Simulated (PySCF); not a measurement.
Si(H)2(Cl)(vinyl) (C2H5ClSi), SMILES C=C[SiH2]Cl. Heavy atoms are numbered as in [SiH2:1]([Cl:2])[CH:3]=[CH2:4]. Hydrogens are named by the atom that carries them.

The structure is a stationary point at ωB97X-D3(BJ)/def2-SVP. One conformer was computed; it need not be the lowest.

Level of theory: PySCF with HF/def2-TZVP.

ESP charges are fitted to the potential on shells at 1.4 to 2.0 van der Waals radii. Atomic charges (e), one atom of each kind:

```json
[
 {"atom": "Si1 (SiH2)", "meta-Löwdin": "0.86", "ESP fit": "0.33", "Mulliken": "0.61", "Löwdin": "0.07"},
 {"atom": "Cl2", "meta-Löwdin": "-0.36", "ESP fit": "-0.19", "Mulliken": "-0.34", "Löwdin": "0.16"},
 {"atom": "C3 (CH)", "meta-Löwdin": "-0.38", "ESP fit": "-0.21", "Mulliken": "-0.35", "Löwdin": "-0.33"},
 {"atom": "C4 (CH2)", "meta-Löwdin": "-0.17", "ESP fit": "[?]", "Mulliken": "-0.22", "Löwdin": "-0.18"},
 {"atom": "H on Si1", "meta-Löwdin": "-0.14", "ESP fit": "[?]", "Mulliken": "-0.05", "Löwdin": "-0.05"},
 {"atom": "H on C3", "meta-Löwdin": "0.11", "ESP fit": "0.17", "Mulliken": "0.13", "Löwdin": "0.14"},
 {"atom": "H on C4", "meta-Löwdin": "0.11", "ESP fit": "[?]", "Mulliken": "0.14", "Löwdin": "0.12"}
]
```

Some entries are withheld; supply them. (Estimate from the structure and the level; the computed values follow.)


- C4 (CH2), ESP fit: -0.39
- H on Si1, ESP fit: -0.05
- H on C4, ESP fit: 0.19

Give the Mayer and Wiberg (Löwdin basis) orders of the bonds. (An estimate is asked for; the answer gives what the named calculation found.)


```csv
bond,Mayer,Wiberg
Si1–Cl2,1.04,1.75
Si1–C3,0.99,1.14
C3–C4,1.91,2.21
```
